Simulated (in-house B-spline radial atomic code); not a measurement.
# Solving the quasi-particle equation for 3d of As VI (As5+)

Configuration [Ar] 3d10, start HSE06; correlation leaves out the deepest shell. Computed with a B-spline radial code for spherical atoms: all electrons, scalar-relativistic (spin-free one-electron X2C), finite nucleus, each spin shell either full or empty, empty states to l = 9 with an (l + 1/2)⁻⁴ tail; G0W0 by contour deformation at full frequency.

At the mean-field level ε = -111.081 eV the matrix elements are Σx = -68.692 eV, v_xc = -55.814 eV and Σc(ε) = 1.753 eV, and the slope of the correlation self-energy is dΣc/dω = -0.0390. The quasi-particle energy solves E = ε + Σx − v_xc + Σc(E).

(1) What does the linearised equation give?

(2) How does that compare with the full solution and with static screening?

## Answers

(1) Z = 1/(1 − dΣc/dω) = 1/1.0390 = 0.9625. The first-order shift is Σx − v_xc + Σc(ε) = -68.692 − (-55.814) + (1.753) = -11.125 eV, so E ≈ ε + Z × shift = -111.081 + 0.9625 × (-11.125) = -121.789 eV.

(2) Solving the equation at full frequency dependence gives E = -121.759 eV, where Σc = 2.200 eV and the weight is 0.957; the linearised value is off by 30 meV. Leaving Z out would give -122.206 eV. Static COHSEX puts -2.573 eV in place of Σc and gives -126.532 eV, 4.77 eV deeper. The tabulated removal energy is 121.19 ± 0.06 eV (NIST, measured); the run leaves out spin-orbit coupling, Breit and QED terms.
